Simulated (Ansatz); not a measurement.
`[CH3][Al]([Br])[Br]` + `[CH3][InH][CH3]` → `[CH3][In]([CH3])[CH3]` + `[Br][AlH][Br]`  (formal exchange of groups at a C–Al bond)

Computed with Ansatz on PBE0-D4/def2-TZVP structures; ΔE is electronic, products minus reactants. CCSD(T)/CBS is the MP2 limit (def2-TZVPP, def2-QZVPP) plus CCSD(T) − MP2 in def2-TZVPP, frozen cores. DFT in def2-TZVPP. Elements past krypton have def2 core potentials. For Br, In outer-core shells are correlated without core-valence functions, which leaves a few kJ/mol of doubt a bond. Scalar relativity is left out up to krypton.

Problem. Is it downhill or uphill in electronic energy at CCSD(T)/CBS, and by how much? (Best estimate.)

Solution. Computed: Uphill: ΔE = +25.5 kJ/mol.

Problem. What do these levels give: r2SCAN-D4, r2SCAN0-D4, CAM-B3LYP-D4, ωB97X-V, PBE, PBE0, r2SCANh, LC-ωPBE, HF/def2-TZVPP, MP2/def2-QZVPP, MP2/CBS(def2), CCSD/CBS(def2)? (Best estimate.)

Solution. Ansatz gave: r2SCAN-D4 34.2, r2SCAN0-D4 34.6, CAM-B3LYP-D4 32.7, ωB97X-V 30.9, PBE 30.8, PBE0 32.2, r2SCANh 34.3, LC-ωPBE 33.4, HF/def2-TZVPP 31.7, MP2/def2-QZVPP 23.3, MP2/CBS(def2) 23.2, CCSD/CBS(def2) 26.3 kJ/mol.

Largest T1 diagnostic among the species: 0.012.

Leaving LDA and LC-ωPBE aside and taking each functional with its dispersion term where it has one, the values, not all of them listed here, spread over 7.6 kJ/mol, from B2PLYP to B97M-V. LDA lies +4.7 kJ/mol from PBE without D4. In def2-TZVPP, CCSD(T) changes the Hartree–Fock value by −5.8 kJ/mol (the triples alone add −0.9 kJ/mol) and MP2 by −8.1 kJ/mol.
